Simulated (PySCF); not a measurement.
## Trend along the 5d metals: MF molecules

r²SCAN with triple-zeta basis sets in PySCF, for the lowest determinant that a PBE0 search found; no spin–orbit coupling. De refers to high-spin ground-configuration atoms. A positive dipole means M(−)F(+).

```csv
M,basis,state (unpaired electrons),Re (Å),ωe (cm⁻¹),De (eV),μ (D)
Hf,def2-TZVPPD,doublet (δ ↑),1.862,671,n/a,-1.40
W,def2-TZVPP,"sextet (σ ↑, π ↑↑, δ ↑↑)",1.893,640,n/a,-2.48
Re,def2-TZVPP,"septet (σ ↑↑, π ↑↑, δ ↑↑)",1.988,538,4.49,-1.69
Os,def2-TZVPP,"quartet (π ↑↑, δ ↑)",1.809,715,n/a,-2.43
Ir,x2c-TZVPPall,"triplet (π ↑, δ ↑)",1.837,666,n/a,-2.82
Pt,def2-TZVPP,doublet (σ ↑),1.882,620,3.63,-3.27
Au,def2-TZVPP,singlet (closed shell),1.922,557,3.05,-3.87
Hg,def2-TZVPP,doublet (σ ↑),2.046,443,1.64,-2.95
```

The shortest bond is that of OsF (1.809 Å), the longest that of HgF (2.046 Å).

The rows differ in basis set, which adds steps of its own.

The state changes along the series, so neighbouring rows are not always alike in their bonding.

De is left out where the level can put another filling of the metal’s s and d shells below the measured ground configuration, by anything from nothing to about 1 eV. The metal atom is held in its measured ground configuration; semilocal functionals can put another filling of s and d lower by some tenths of an eV, and De to that atom would be smaller. These are scalar-relativistic numbers at best; spin–orbit coupling would shift them, the dissociation energy most. States were picked by a PBE0 search and need not be the measured ground states.
